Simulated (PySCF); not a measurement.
# Correlation energy of Pb (lead, neutral)

[Xe] 4f14 5d10 6s1 6p3, high-spin 5S determinant (an excited configuration). Calculation: PySCF 2.14, in aug-cc-pVQZ-PP with ECP60MDF (7s7p5d3f2g, 92 functions); a scalar-relativistic core potential. Frozen: 5s2 5p6 5d10; 4 electrons correlated.

```
  level  correlation energy (mhartree)
   CCSD                         -19.40
    (T)                          -0.30
CCSD(T)                         -19.70
```

Diagnostics: T1 = 0.0032, D1 = 0.0056, largest double amplitude 0.031.

Spin-orbit coupling is strong in this species (close to jj coupling), so the high-spin LS determinant is a model state, not a physical level.

Cost of the coupled-cluster step: about 8 core-seconds, for 4 correlated electrons.

Spin-orbit coupling is strong in this species, so the high-spin LS determinant is a model state.
